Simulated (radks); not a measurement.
The numbers below are computed, except where a source is named.
Species: the tin ion Sn22+. Configuration: [Ar] 3d10. Level of theory: scalar-relativistic Kohn-Sham, PBE, spin-polarised, spherical densities, point nucleus (a radial shooting solver on a logarithmic mesh with Libxc functionals).

Radial electron density D(r) = 4 pi r^2 rho(r):

r (bohr)  D(r) (e/bohr)
0.002666          8.211
0.003389          11.94
0.004343          17.22
0.005521          23.92
0.007075          32.50
0.008995          41.97
0.01153           51.85
0.01465           59.74
0.01878           64.03
0.02387           63.27
0.03059           58.75
0.03889           55.28
0.04983           58.45
0.06335           69.13
0.08118           80.02
0.1032            79.12
0.1322            65.53
0.1681            55.03
0.2137            58.43
0.2739            63.94
0.3482            52.20
0.4461            26.94
0.5672            8.387
0.7268            1.308
0.9239          0.09961
1.184          0.002550

D(r) has 3 maxima, at r = 0.0203, 0.0901, 0.270 bohr, and minima at 0.0402, 0.178 bohr, inside which lie 2.00, 11.28 electrons.
